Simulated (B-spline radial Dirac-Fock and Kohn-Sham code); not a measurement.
Calculated with a B-spline atomic structure program, using independent-particle photoionisation in a Dirac-Hartree-Slater potential with a Latter tail, all multipoles, thresholds from Dirac-Fock ΔSCF. Kinetic energies are from the vacuum level. Open shells are spread statistically over j, without multiplet splitting. Without correlation, outer binding energies are uncertain by a few eV, most for open f shells.

Q: A free atom or ion in its tabulated ground configuration is ionised with 2430 eV photons and gives these photoelectron lines. Identify it and assign the lines.

```
kinetic energy (eV)  relative cross section
              268.0                    70.3
              343.5                   100.0
             1687.9                     3.4
             1800.7                     4.1
             1885.3                     9.3
             2070.4                    10.1
             2086.1                    14.3
             2286.1                    0.71
             2323.3                     4.2
             2323.9                    0.74
             2326.3                     5.3
             2337.7                     1.6
             2387.1                    0.60
             2388.5                    0.83
```

A: Ir³⁺, [Xe] 4f14 5d6. Binding energies are hν less the kinetic energy: 3d3/2 2162.0 eV, 3d5/2 2086.5 eV, 4s 742.1 eV, 4p1/2 629.3 eV, 4p3/2 544.7 eV, 4d3/2 359.6 eV, 4d5/2 343.9 eV, 5s 143.9 eV, 4f5/2 106.7 eV, 5p1/2 106.1 eV, 4f7/2 103.7 eV, 5p3/2 92.35 eV, 5d3/2 42.90 eV, 5d5/2 41.49 eV.

Q: A free atom or ion in its tabulated ground configuration is ionised with 5610 eV photons and gives these photoelectron lines. Identify it and assign the lines.

```tsv
kinetic energy (eV)	relative cross section
4747.9	100.0
4875.4	33.4
4887.6	62.5
5500.0	14.3
5539.2	4.1
5540.8	7.7
5603.1	0.88
```

A: Fe, [Ar] 3d6 4s2. Binding energies are hν less the kinetic energy: 2s 862.1 eV, 2p1/2 734.6 eV, 2p3/2 722.4 eV, 3s 110.0 eV, 3p1/2 70.75 eV, 3p3/2 69.25 eV, 4s 6.88 eV.

Q: A free atom or ion in its tabulated ground configuration is ionised with 9210 eV photons and gives these photoelectron lines. Identify it and assign the lines.

```
kinetic energy (eV)  relative cross section
             2366.9                    45.1
             2766.6                    59.6
             3242.9                   100.0
             7698.4                    10.3
             7867.9                     9.3
             7964.1                    15.8
             8256.4                     4.1
             8276.5                     5.6
             8894.2                     2.4
             8959.3                     2.0
             8979.9                     3.3
             9088.4                    0.78
             9091.9                     1.1
             9163.2                    0.42
             9182.8                    0.28
             9185.6                    0.46
             9205.5                   0.036
```

A: Pr, [Xe] 4f3 6s2. Binding energies are hν less the kinetic energy: 2s 6843.1 eV, 2p1/2 6443.4 eV, 2p3/2 5967.1 eV, 3s 1511.6 eV, 3p1/2 1342.1 eV, 3p3/2 1245.9 eV, 3d3/2 953.6 eV, 3d5/2 933.5 eV, 4s 315.8 eV, 4p1/2 250.7 eV, 4p3/2 230.1 eV, 4d3/2 121.6 eV, 4d5/2 118.1 eV, 5s 46.76 eV, 5p1/2 27.18 eV, 5p3/2 24.37 eV, 6s 4.50 eV.
